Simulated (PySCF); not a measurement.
Structure from 2D NMR

Compound of formula C$_{4}$H$_{8}$Cl$_{2}$O$_{2}$Si. Correlations simulated from computed shifts and the bond graph:

HSQC (one-bond C–H):
```tsv
δH	δC
5.24	67.4
4.41	67.4
4.22	67.4
2.18	35.7
1.30	35.7
```

COSY cross peaks (H two or three bonds apart, from the bond graph; peaks can be absent where the dihedral angle is near 90°):
```tsv
δH	δH
5.24	4.66
4.41	4.22
4.41	2.18
4.41	1.30
4.22	2.18
4.22	1.30
2.18	1.30
```

HMBC (two and three bonds, from the bond graph):
```tsv
δH	δC
4.66	67.4, 67.4
4.41	67.4, 35.7
4.22	67.4, 35.7
2.18	67.4
1.30	67.4
```

Theoretical values (PySCF 2.14): GIAO PBE0/pcSseg-1 shieldings, GFN2-xTB structure. Non-relativistic Hamiltonian, a single conformation, one averaged value for each set of equivalent atoms, no solvent model.

Scale: 1H (σ = 31.72 ppm), 13C (σ = 186.93 ppm) vs TMS (reference shieldings calculated alike).

Exchangeable hydrogens are left out of these lists.

Which molecule is this?

Results:

SMILES ClC(Cl)[SiH]1OCCCO1.

Atom-mapped SMILES (the numbers label the heavy atoms): `[Cl:1][CH:2]([Cl:3])[SiH:4]1[O:5][CH2:6][CH2:7][CH2:8][O:9]1` (H(Xn): hydrogen on atom n). Ha(C6), Ha(C7), Ha(C8) are cis to C2 on the ring; Hb(C6), Hb(C7), Hb(C8) are trans to C2 on the ring.

1. δC 67.4 is C6/C8, an sp3 CH2 bonded to O (δH 4.41, 4.22).
2. δC 67.4 is C2, an sp3 CH bonded to 2 Cl and Si (δH 5.24).
3. δC 35.7 is C7, an sp3 CH2 in a ring (δH 1.30, 2.18).
4. COSY links 5.24–4.66, 4.41–4.22, 4.41–2.18, 4.41–1.30, 4.22–2.18, 4.22–1.30.

The shifts were computed for this structure.

Carbons that carry Cl, above all several Cl atoms, come out too deshielded, partly because spin–orbit coupling is missing. Shifts are as computed. Against solution values, carbons near 30 ppm lie about +3 ppm off and those near 130 ppm about +5 ppm; carbons on Cl a further +6 ppm. Of 1211 compounds with measured shifts, 218 miss one by over three times the rms of a fit or turn the order of signals round; such compounds aren't used in these exercises.
